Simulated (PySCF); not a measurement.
NICS in rings of unrelated molecules.

NICS is the negative of the GIAO shielding at a point without a nucleus: at the ring centre (0) and 1 Å above and below it (1); zz is the component along the ring normal. Level: GIAO PBE0/pcSseg-1 (PySCF, non-relativistic, gas phase) on the GFN2-xTB geometries, one conformer each. Atom numbers follow the mapped SMILES.

Question: Order these rings by mean NICS(1)zz, lowest (most negative) first (ppm).
A. ring C6–C7–C8 in `[CH3:1][O:2][Si@@H:3]([Cl:4])[CH2:5][CH:6]1[CH2:7][CH2:8]1`
B. ring C3–C4–C5–C6–C7 in `[N:1]#[C:2][C@@:3]12[CH:4]=[CH:5][CH2:6][C@@H:7]1[CH2:8]2`
C. ring C4–C5–C6–C7–C8–C9 in `[O:1]=[C:2]([O-:3])[c:4]1[cH:5][cH:6][cH:7][cH:8][c:9]1[Cl:10]` (charge -1)
D. ring C5–O6–C7–C9–P10 in `[CH3:1][C:2]([CH3:3])([CH3:4])[c:5]1[o:6][c:7]([F:8])[cH:9][p:10]1`
E. ring C4–C5–C6–C7–C8 in `[H]/[N:1]=[CH:2]/[CH:3]=[C:4]1[CH:5]=[CH:6][CH:7]=[CH:8]1`

Answer: C (-27.5), A (-22.5), D (-20.2), B (-3.2), E (-1.4).

```tsv
SMILES	ring	NICS(0)	NICS(1)	NICS(1)zz	HOMA	rms pucker (Å)	ring atoms with four or more neighbours
O=C([O-])c1ccccc1Cl	6-membered carbocycle; formal bonds all aromatic	-9.3	-11.4	-27.5	1.00	0.00	0
CO[Si@@H](Cl)CC1CC1	3-membered carbocycle; formal bonds all single	-44.6	-8.7	-22.5	–	0.00	3
CC(C)(C)c1oc(F)cp1	5-membered ring with O and P; formal bonds all aromatic	-10.9	-9.3	-20.2	0.43	0.00	0
N#C[C@@]12C=CC[C@@H]1C2	5-membered carbocycle; formal bonds 1 double, 4 single	-6.3	-4.4	-3.2	–	0.02	3
[H]/N=C/C=C1C=CC=C1	5-membered carbocycle; formal bonds 2 double, 3 single	1.9	-2.6	-1.4	-0.02	0.00	0
```

NICS(0) gives another order. The isotropic NICS(1) gives another order. HOMA uses Krygowski's 1993 parameters; it is left out where a ring has a four-coordinate atom, a triple bond, no multiple bond or a kind of bond without parameters. NICS(1) and NICS(1)zz are means over the two faces.
